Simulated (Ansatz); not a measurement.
In4As4⁻. Total charge -1; doublet. Geometry PBE-D4/def2-SVP.

| atom | x (Å) | y (Å) | z (Å) |
| --- | --- | --- | --- |
| In1 | -1.152 | 0.030 | -0.927 |
| In2 | 1.657 | 1.461 | -2.395 |
| In3 | 0.268 | -2.437 | 1.252 |
| In4 | -1.373 | 0.918 | 2.276 |
| As5 | 1.173 | -1.233 | -1.480 |
| As6 | -2.392 | -1.366 | 0.877 |
| As7 | 1.711 | 0.367 | 0.400 |
| As8 | 0.108 | 2.259 | -0.003 |

In the def2 sets In takes a core potential; there is no spin–orbit coupling. At HF/def2-SVP the charge -1 doublet is spin-contaminated (final ⟨S²⟩ up to 0.93, 0.75 for a pure state). The structure comes from a short search, and lower isomers may exist.

(1) Estimate the α-spin orbital energies around the gap (eV) in Ansatz with HF/def2-SVP, PBE-D4/def2-SVP, PBE-D4/def2-SVPD, revPBE-D4/def2-SVP, r2SCAN-D4/def2-SVP.

Answers

(1) 
```json
{"orbital": "HOMO−5", "HF/def2-SVP": "-4.89", "PBE-D4/def2-SVP": "-2.03", "PBE-D4/def2-SVPD": "-2.14", "revPBE-D4/def2-SVP": "-1.97", "r2SCAN-D4/def2-SVP": "-2.30"}
{"orbital": "HOMO−4", "HF/def2-SVP": "-4.82", "PBE-D4/def2-SVP": "-1.91", "PBE-D4/def2-SVPD": "-2.02", "revPBE-D4/def2-SVP": "-1.85", "r2SCAN-D4/def2-SVP": "-2.20"}
{"orbital": "HOMO−3", "HF/def2-SVP": "-4.50", "PBE-D4/def2-SVP": "-1.79", "PBE-D4/def2-SVPD": "-1.89", "revPBE-D4/def2-SVP": "-1.73", "r2SCAN-D4/def2-SVP": "-2.05"}
{"orbital": "HOMO−2", "HF/def2-SVP": "-3.78", "PBE-D4/def2-SVP": "-1.30", "PBE-D4/def2-SVPD": "-1.41", "revPBE-D4/def2-SVP": "-1.23", "r2SCAN-D4/def2-SVP": "-1.53"}
{"orbital": "HOMO−1", "HF/def2-SVP": "-3.12", "PBE-D4/def2-SVP": "-0.83", "PBE-D4/def2-SVPD": "-0.95", "revPBE-D4/def2-SVP": "-0.77", "r2SCAN-D4/def2-SVP": "-1.05"}
{"orbital": "HOMO", "HF/def2-SVP": "-3.00", "PBE-D4/def2-SVP": "-0.54", "PBE-D4/def2-SVPD": "-0.65", "revPBE-D4/def2-SVP": "-0.48", "r2SCAN-D4/def2-SVP": "-0.79"}
{"orbital": "LUMO", "HF/def2-SVP": "3.24", "PBE-D4/def2-SVP": "0.33", "PBE-D4/def2-SVPD": "0.20", "revPBE-D4/def2-SVP": "0.41", "r2SCAN-D4/def2-SVP": "0.27"}
{"orbital": "LUMO+1", "HF/def2-SVP": "3.75", "PBE-D4/def2-SVP": "0.98", "PBE-D4/def2-SVPD": "0.87", "revPBE-D4/def2-SVP": "1.08", "r2SCAN-D4/def2-SVP": "1.04"}
{"orbital": "LUMO+2", "HF/def2-SVP": "4.26", "PBE-D4/def2-SVP": "1.33", "PBE-D4/def2-SVPD": "1.13", "revPBE-D4/def2-SVP": "1.42", "r2SCAN-D4/def2-SVP": "1.40"}
{"orbital": "LUMO+3", "HF/def2-SVP": "4.52", "PBE-D4/def2-SVP": "1.61", "PBE-D4/def2-SVPD": "1.48", "revPBE-D4/def2-SVP": "1.70", "r2SCAN-D4/def2-SVP": "1.76"}
{"orbital": "LUMO+4", "HF/def2-SVP": "4.66", "PBE-D4/def2-SVP": "1.84", "PBE-D4/def2-SVPD": "1.66", "revPBE-D4/def2-SVP": "1.93", "r2SCAN-D4/def2-SVP": "1.97"}
{"orbital": "LUMO+5", "HF/def2-SVP": "5.08", "PBE-D4/def2-SVP": "2.02", "PBE-D4/def2-SVPD": "1.73", "revPBE-D4/def2-SVP": "2.11", "r2SCAN-D4/def2-SVP": "2.16"}
{"orbital": "β HOMO", "HF/def2-SVP": "-2.75", "PBE-D4/def2-SVP": "-0.74", "PBE-D4/def2-SVPD": "-0.86", "revPBE-D4/def2-SVP": "-0.68", "r2SCAN-D4/def2-SVP": "-0.94"}
{"orbital": "β LUMO", "HF/def2-SVP": "2.60", "PBE-D4/def2-SVP": "-0.23", "PBE-D4/def2-SVPD": "-0.35", "revPBE-D4/def2-SVP": "-0.15", "r2SCAN-D4/def2-SVP": "-0.28"}
```
